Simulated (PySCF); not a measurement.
Working out the ionisation energy of Kr

Kr [Kr] (1S) → Kr⁺ [Ar] 3d10 4s2 4p5 (2P). Computed with PySCF 2.14 in cc-pVTZ-DK, with the spin-free X2C one-electron Hamiltonian (Gaussian nucleus). Frozen: [Ar] 3d10. Energies in hartree (1 hartree = 27.21139 eV):

```
            part    Kr (lower)   Kr⁺ (upper)
             UHF  -2788.173048  -2787.693426
CCSD correlation     -0.186780     -0.157013
             (T)     -0.005293     -0.003944
```

Q: What does Hartree-Fock give?

A: (-2787.693426) − (-2788.173048) = 0.479622 hartree = 13.051 eV.

Q: What do CCSD and CCSD(T) give?

A: The CCSD correlation energies differ by 0.029767 hartree = 0.810 eV and the triples by 0.001349 hartree = 0.037 eV, so CCSD gives 13.861 eV and CCSD(T) 13.898 eV.

Measured between the centres of the two terms (NIST): 14.222 eV, so CCSD(T) (valence) is off by -0.324 eV.

What remains against the reference includes basis incompleteness, the frozen core and higher excitations.
